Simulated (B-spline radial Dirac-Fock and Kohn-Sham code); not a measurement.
These are calculated numbers from a B-spline atomic structure program; the model is the independent-particle Dirac-Slater model, thresholds from Dirac-Fock. Kinetic energies are from the vacuum level. Open shells are spread statistically over j, without multiplet splitting. Without correlation, outer binding energies are uncertain by a few eV, most for open f shells.

Question: A free atom or ion in its tabulated ground configuration is ionised with 3360 eV photons and gives these photoelectron lines. Identify it and assign the lines.

```csv
kinetic energy (eV),relative cross section
1521.5,50.9
1712.4,53.5
1759.1,100.0
3050.5,8.8
3118.0,6.5
3124.9,12.1
3241.4,1.7
3242.4,2.5
3300.5,1.2
3314.2,0.24
3314.9,0.46
```

Answer: Br³⁺, [Ar] 3d10 4s2 4p2. Binding energies are hν less the kinetic energy: 2s 1838.5 eV, 2p1/2 1647.6 eV, 2p3/2 1600.9 eV, 3s 309.5 eV, 3p1/2 242.0 eV, 3p3/2 235.1 eV, 3d3/2 118.6 eV, 3d5/2 117.6 eV, 4s 59.50 eV, 4p1/2 45.77 eV, 4p3/2 45.07 eV.
